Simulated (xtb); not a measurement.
xtb was given this input:
```
$ xtb mol.xyz --gfn 0 --chrg 1 --etemp 3000 --json

# file mol.xyz
22

C     -0.91641656    -2.31931406    -1.42596907
C     -0.44487032    -1.08248142    -1.54083620
Si    -0.14187058     0.10461714    -0.13032044
O     -0.33569001     1.67625302    -0.34617717
C     -1.43253891     2.52160283    -0.64256663
O     -0.46215718    -0.62438055     1.23946622
C     -0.76285267    -0.33612068     2.59581626
O      1.69171766     0.34802319    -0.03671418
C      2.61661455    -0.73870961     0.01127747
H     -1.15913827    -2.74779489    -0.46854943
H     -1.07673129    -2.94567544    -2.28802493
H     -0.23315791    -0.70945139    -2.53698669
H     -1.07543930     3.54769264    -0.57087791
H     -2.24408831     2.36393058     0.06604461
H     -1.79348234     2.32616212    -1.65136974
H      0.15073766    -0.40440129     3.18617184
H     -1.19016977     0.65943058     2.70052197
H     -1.47717413    -1.08314146     2.93924547
H      2.05388694     1.11726467    -0.49927576
H      2.15128333    -1.52587334     0.59828828
H      2.83322131    -1.11646387    -0.98769197
H      3.53585994    -0.41534689     0.49806016
```

Question: What does this run give for the partial charges in atom order, HOMO-LUMO gap, total energy (a free energy at this electronic temperature)?

Answer: 
```yaml
partial_charges_in_atom_order: C1 -0.21, C2 -0.29, Si3 0.81, O4 -0.48, C5 -0.04, O6 -0.48, C7 -0.02, O8 -0.39, C9 -0.23, H10 0.21, H11 0.21, H12 0.21, H13 0.17, H14 0.14, H15 0.14, H16 0.15, H17 0.14, H18 0.15, H19 0.29, H20 0.19, H21 0.17, H22 0.19
HOMO-LUMO gap: 3.72 eV
total energy (a free energy at this electronic temperature): -27.658414 Ha
```
